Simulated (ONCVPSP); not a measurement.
Potentials for Al compared

Generated with ld1.x 7.5 (TM, RRKJ, ultrasoft, PAW), atompaw 4.2 or ONCVPSP 4.0.1. The cutoff is in Ry: for ld1.x and atompaw files where the sum of valence levels is converged to 10 mRy in a Bessel basis, for ONCV files where the hardest occupied wave has 1 mHa per electron of residual kinetic energy. The error is the largest all-electron minus pseudo excitation energy over each file’s own four to seven test configurations (ionisations up to +4, promotions, holes and added fractions of an electron), all of which were solved. The labels leave out finer settings (local radius, basis sizes, second energies), which also bear on the numbers. Spin-polarised tests are not counted. The rows are a selection from randomly drawn settings: files with unsolved tests, undetermined cutoffs or missed reference levels are left out.

| potential | cutoff (Ry) | largest error (meV) | bound ghosts |
| --- | --- | --- | --- |
| ONCV, LDA (Perdew-Zunger), scalar-relativistic, rc 1.95/2.80 (sp), local s, core correction yes, reference 3s1.75 3p1.25, qcut 3.1/3.4, projectors 0/1 | 12 | +35 | none |
| ONCV, BLYP, scalar-relativistic, rc 2.05/2.90/2.50 (spd), local s, core correction yes, reference 3s1.75 3p1.25, qcut 3.6/3.2/4.1, projectors 0/2/2 | 11 | +4.6 | none |

Q: Fill in the row for Al: ONCV, PBE, scalar-relativistic, rc 1.05/0.50/0.85 (spd), local smoothed, core correction yes, reference 2s2 2p6 3s2, qcut 9.7/13.4/10.3, projectors 2/2/2.

A: cutoff 2125 Ry, largest error -3.7 meV, bound ghosts: none.

Q: Fill in the row for Al: ONCV, LDA (Perdew-Zunger), scalar-relativistic, rc 1.75/1.85/1.60 (spd), local smoothed, core correction no, reference 3s2 3p1, qcut 4.5/3.9/6.2, projectors 1/2/1.

A: cutoff 12 Ry, largest error +90 meV, bound ghosts: none.

Q: Fill in the row for Al: ONCV, LDA (Perdew-Zunger), scalar-relativistic, rc 1.20/1.20 (sp), local smoothed, core correction yes, reference 2s2 2p6 3s2 3p0.75, qcut 11.6/13.1, projectors 2/2.

A: cutoff 124 Ry, largest error -6.9 meV, bound ghosts: none.
